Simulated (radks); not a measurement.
Q: Ni I, 28 electrons, occupied as [Ar] 3d8 4s2 (the NIST ground configuration). Calculated with a radial shooting solver on a logarithmic mesh with Libxc functionals: scalar-relativistic Kohn-Sham, r2SCAN, spin-unpolarised, spherical densities, finite nucleus; meta-GGA in the generalised Kohn-Sham scheme; Fermi nuclear charge, rms radius 3.7757 fm. Some entries of the table are withheld. Estimate them.

orbital  occ.  eigenvalue (eV)  <1/r> (bohr^-1)  <r^2> (bohr^2)
1s          2        -8238.807            28.09        0.003938
2s          2        -991.9879            6.088         0.07057
2p          6              (1)            5.958         0.05685
3s          2        -114.8858            1.917          0.6314
3p          6         -73.7176            1.767          0.7153
3d          8          -9.0682            1.361             (2)
4s          2          -5.8729           0.4624           9.168

A: 
(1) 2p eigenvalue (eV): -851.7586
(2) 3d <r^2> (bohr^2): 1.377
